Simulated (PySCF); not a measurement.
C5H15PSi.
Cartesian coordinates in Å at the PBE0-D3(BJ)/def2-SVP level; atoms count from 1:
```xyz
22
C5H15PSi angstrom
C     -1.6962    1.7365    0.5140
P     -1.4359   -0.0791    0.8336
C     -2.2554   -0.7928   -0.6772
Si     0.7409   -0.2654    0.2171
C      1.1642   -2.1005    0.1927
C      1.0758    0.4890   -1.4797
C      1.7721    0.6220    1.5196
H     -1.4244    2.0443   -0.5083
H     -1.1020    2.3242    1.2300
H     -2.7556    1.9843    0.6824
H     -2.0699   -1.8768   -0.7160
H     -1.9125   -0.3398   -1.6211
H     -3.3440   -0.6476   -0.5975
H      0.5987   -2.6310   -0.5895
H      0.9260   -2.5697    1.1600
H      2.2372   -2.2527   -0.0066
H      0.4584    0.0182   -2.2607
H      0.8703    1.5707   -1.4880
H      2.1324    0.3470   -1.7604
H      2.8473    0.5238    1.2978
H      1.5349    1.6968    1.5570
H      1.5896    0.1984    2.5194
```

The closed-shell ground state was solved at several levels (PySCF, density fitting, gas phase, non-relativistic).

```
              level  basis functions  total energy (Eh)  HOMO (eV)  LUMO (eV)  gap (eV)  dipole (D)
   wB97X-D/pcSseg-1              208          -830.3374      -7.96       2.68     10.64        1.48
CAM-B3LYP/def2-SVPD              268          -830.0027      -7.38       1.13      8.51        1.35
```

What might PBE0/pcSseg-1 (208 basis functions) give for the same quantities?

Total energy -829.9025 Eh, HOMO -6.15 eV, LUMO 0.93 eV, gap 7.08 eV, dipole 1.44 D.

Over all these levels, which gives the widest orbital gap and which the narrowest?

wB97X-D/pcSseg-1 (range-separated hybrid) has the widest, 10.64 eV, and PBE0/pcSseg-1 (global hybrid, 25 % exact exchange) the narrowest, 7.08 eV. The two share the basis. From the narrowest to the widest the HOMO moves by -1.81 eV and the LUMO by +1.75 eV.

How far do the dipole and the HOMO energy spread over the levels?

The dipole runs from 1.35 to 1.48 D (mean 1.42 D) and the HOMO from -7.96 to -6.15 eV.

Note: wB97X-D ran without an empirical dispersion term, which enters the total energy and its gradient alone.
